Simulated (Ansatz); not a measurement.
Reaction (substitution at a C–Si bond): `O[SiH2]C([SiH3])Cl` + HCl → `[SiH3]C(Cl)Cl` + `O[SiH3]`

Computed with Ansatz on PBE0-D4/def2-TZVP structures; ΔE is electronic, products minus reactants. CBS: MP2 limit from def2 TZ/QZ plus the TZ coupled-cluster correction, frozen cores. This one scheme is used for every species. One conformer a species, not always the lowest.

| species | SCS-MP2/def2-TZVPP energy (Eh) |
| --- | --- |
| `O[SiH2]C([SiH3])Cl` | -1155.16733 |
| HCl | -460.30218 |
| `[SiH3]C(Cl)Cl` | -1248.84536 |
| `O[SiH3]` | -366.59311 |

(1) Work out ΔE.

Largest T1 diagnostic among the species: 0.011.

Answers

(1) ΔE = (-1248.84536) + (-366.59311) − (-1155.16733) − (-460.30218) = 0.03104 Eh = +81.5 kJ/mol. CCSD(T)/CBS gives +86.1 kJ/mol.

The D4 term adds +7.7 kJ/mol with B3LYP and +4.6 kJ/mol with PBE0; it sums over pairs of atoms, weighted by their polarisabilities, and B3LYP, whose exchange is more repulsive, gets the larger term. From PBE to PBE0 (25 % exact exchange), in def2-TZVPP and without D4, ΔE moves by +5.4 kJ/mol.

B3LYP here is the variant with VWN-RPA as its local correlation; programs differ in this.
